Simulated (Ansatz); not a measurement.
Two structures, one formula

The two ends of one reaction step of SiH2BrClF2, singlet (PBE0-D4/def2-TZVP).

A:

Si1  (-0.905, -0.536, -0.466)
Br2  (0.604, -1.593, 0.727)
F3  (-0.191, 0.148, -1.691)
F4  (-1.551, 0.592, 0.424)
H5  (-1.940, -1.461, -0.937)
H6  (1.883, 0.796, 1.035)
Cl7  (2.100, 2.054, 0.909)
(Å)

B:

```
atom    x (Å)    y (Å)    z (Å)
 Si1  -0.6076   0.4330  -0.7868
 Br2   0.9909  -1.8955   1.9442
  F3  -1.3011   1.2111  -1.9708
  F4  -1.5188   0.5984   0.4878
  H5  -0.4615  -0.9791  -1.1388
  H6   1.7135  -0.6727   1.8871
 Cl7   1.1846   1.3047  -0.4226
```

Ansatz 0.2.0; basis: def2-TZVPP; cores frozen in the correlated methods. Filled d shells of the heavier atoms are correlated. The def2 sets are not built for correlating such inner shells, so the correlated values are less sure here. B3LYP uses VWN-RPA correlation.

(1) Which structure is lower at CCSD(T), and by how much? (An estimate is asked for; the value comes from the calculation.)

No T1 diagnostic of these runs exceeds 0.010.

Results:

(1) By the calculation: B, by 0.109 eV (electronic energy, against the other). By their contacts, A is a complex of SiHBrF₂ ([F][SiH]([F])[Br]) + HCl and B is a complex of SiHClF₂ ([F][SiH]([F])[Cl]) + HBr.

All methods give the same order:

```json
{"method": "SPW92", "E(B) − E(A) (eV)": "-0.087"}
{"method": "PBE-D4", "E(B) − E(A) (eV)": "-0.076"}
{"method": "BLYP-D4", "E(B) − E(A) (eV)": "-0.101"}
{"method": "r2SCAN-D4", "E(B) − E(A) (eV)": "-0.105"}
{"method": "B97M-V", "E(B) − E(A) (eV)": "-0.138"}
{"method": "PBE0-D4", "E(B) − E(A) (eV)": "-0.087"}
{"method": "B3LYP-D4", "E(B) − E(A) (eV)": "-0.108"}
{"method": "r2SCAN0-D4", "E(B) − E(A) (eV)": "-0.107"}
{"method": "BHLYP-D4", "E(B) − E(A) (eV)": "-0.118"}
{"method": "CAM-B3LYP-D4", "E(B) − E(A) (eV)": "-0.125"}
{"method": "wB97X-V", "E(B) − E(A) (eV)": "-0.118"}
{"method": "wB97M-V", "E(B) − E(A) (eV)": "-0.117"}
{"method": "B2PLYP", "E(B) − E(A) (eV)": "-0.107"}
{"method": "PBE-QIDH", "E(B) − E(A) (eV)": "-0.095"}
{"method": "RPA on PBE", "E(B) − E(A) (eV)": "-0.118"}
{"method": "HF", "E(B) − E(A) (eV)": "-0.137"}
{"method": "MP2", "E(B) − E(A) (eV)": "-0.097"}
{"method": "CCSD", "E(B) − E(A) (eV)": "-0.114"}
{"method": "CCSD(T)", "E(B) − E(A) (eV)": "-0.109"}
```

Labels in which every atom is bracketed show which atoms are joined, not bond orders.

For scale, one of the runs: CCSD(T)/def2-TZVPP, 222 basis functions, launched by `ansatz run in.yaml --threads 8 --pin off --events-out ev --progress --plain --max-ram 19148MiB`. Hardware: 8 CPU threads of an Arm Neoverse V2, shared host. Wall time 84 s; peak host memory 3.6 GiB.
